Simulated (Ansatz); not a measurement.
```xyz
2

Be    0.0000    0.0000   -0.8209
O     0.0000    0.0000    0.4105
```

Basis set: def2-TZVP (spherical functions). Frozen core: 1 orbital. Charge 0, multiplicity 1.

Computed with Ansatz (development build ahead of 0.2.0); each method stands on the lowest determinant of its kind that the runs found. Restricted open shells among the atoms or ions are ROHF, correlated in semicanonical orbitals with singles.

The atomization energy at this shape (free ground-state atoms in the same class of orbitals less the molecule, no zero-point energy) of singlet BeO:

```json
{"method": "RHF", "atomization energy": "148.6 kJ/mol"}
```

What does RHF-MP2 give?

435.4 kJ/mol. Caution: the shape is not the minimum.
